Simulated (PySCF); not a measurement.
# First hyperpolarisability: `C=CC(=C)C(C)C`, C7H12

Geometry:
| atom | x (Å) | y (Å) | z (Å) |
| --- | --- | --- | --- |
| C1 | -2.126 | 1.353 | -0.145 |
| C2 | -1.889 | 0.153 | 0.401 |
| C3 | -0.624 | -0.592 | 0.393 |
| C4 | -0.600 | -1.823 | 0.936 |
| C5 | 0.604 | 0.066 | -0.203 |
| C6 | 1.685 | -0.917 | -0.636 |
| C7 | 1.177 | 1.105 | 0.766 |
| H8 | -1.355 | 1.923 | -0.670 |
| H9 | -3.118 | 1.808 | -0.086 |
| H10 | -2.717 | -0.357 | 0.908 |
| H11 | 0.302 | -2.437 | 0.953 |
| H12 | -1.500 | -2.253 | 1.383 |
| H13 | 0.268 | 0.602 | -1.109 |
| H14 | 1.286 | -1.687 | -1.313 |
| H15 | 2.139 | -1.426 | 0.229 |
| H16 | 2.494 | -0.386 | -1.160 |
| H17 | 2.014 | 1.651 | 0.304 |
| H18 | 0.419 | 1.839 | 1.076 |
| H19 | 1.554 | 0.610 | 1.675 |

Method used: quadratic response B3LYP/def2-SVPD first hyperpolarisability, Taylor convention, gas phase (PySCF). Geometry: PBE0-D3(BJ)/def2-SVP.

What is the first hyperpolarisability, and how does it disperse?

In au, Taylor convention; the vector part is βᵢ = ⅓ Σⱼ (βᵢⱼⱼ + βⱼᵢⱼ + βⱼⱼᵢ); β∥ is 3/5 of the vector part along the dipole, the dipole points from − to +:
| process | λ (nm) | β vector norm | β∥ | β HRS | depolarisation ratio |
| --- | --- | --- | --- | --- | --- |
| static β(0;0,0) | ∞ | 20.1 | 7.7 | 18.9 | 1.82 |
| second harmonic β(−2ω;ω,ω) | 1064 | 27.3 | 9.5 | 23.0 | 1.94 |
| Pockels β(−ω;ω,0) | 1064 | 22.1 | 8.2 | – | – |

Which lowest excitations, dipole and polarisabilities go with it?

S1 5.57 eV (f = 0.480); S2 6.17 eV (f = 0.002); S3 6.52 eV (f = 0.000); dipole 0.30 D; isotropic α 89.9 au static, 91.0 au at 1064 nm, 94.7 au at 532 nm.
